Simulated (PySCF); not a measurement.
PySCF 2.14 output of an unrestricted PBE0 calculation on a single atom or ion in def2-QZVPPD with the def2 core potential (28 electrons) (7s5p4d4f2g, 88 functions), with a scalar-relativistic core potential:

```
SCF conv_tol = 1e-09
number electrons alpha = 10  beta = 7
    C. Adamo and V. Barone.,  J. Chem. Phys. 110, 6158 (1999)
    M. Ernzerhof and G. E. Scuseria.,  J. Chem. Phys. 110, 5029 (1999)
cycle= 1 E= -145.614049558573  delta_E= -0.00616  |g|= 0.0217  |ddm|= 0.361
cycle= 2 E= -145.614132076529  delta_E= -8.25e-05  |g|= 0.0124  |ddm|= 0.0754
cycle= 3 E= -145.614165283421  delta_E= -3.32e-05  |g|= 0.00204  |ddm|= 0.00895
cycle= 4 E= -145.614166221361  delta_E= -9.38e-07  |g|= 4.69e-05  |ddm|= 0.00417
cycle= 5 E= -145.61416622241  delta_E= -1.05e-09  |g|= 2.59e-06  |ddm|= 5.23e-05
cycle= 6 E= -145.614166222412  delta_E= -2.07e-12  |g|= 2e-07  |ddm|= 4.99e-06
converged SCF energy = -145.614166222412  <S^2> = 3.7510993  2S+1 = 4.0005496
```

The run itself started from symmetry-adapted Hartree-Fock orbitals and held the occupation by maximum overlap, on a logarithmic radial grid, so the iterations belong to that start.

Which element, charge and spin multiplicity is this?

Ag²⁺ (silver, charge +2), multiplicity 4; the state was [Kr] 4d8 5s1, high-spin 4F determinant (an excited configuration).

Energies and moments cover only the electrons outside the core potential.
